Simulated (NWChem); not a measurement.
System: AuH2OCl; SMILES [OH2]->[Au][Cl]

Results from NWChem. Coordinates come from a PBE0/def2-SVP optimisation. Not confirmed as a minimum by frequencies. def2 effective core potentials on Au; no spin-orbit coupling. Ions are spin-unrestricted doublets at the neutral geometry; other ion states weren't tried.

Problem. Estimate the computed values for PBE/def2-SVP. Quantities: vertical ionisation energy, ΔSCF (eV); −ε(HOMO) (eV).

Solution. The vertical ionisation energy, ΔSCF (eV) comes out as 9.22 and the −ε(HOMO) (eV) is 5.63.
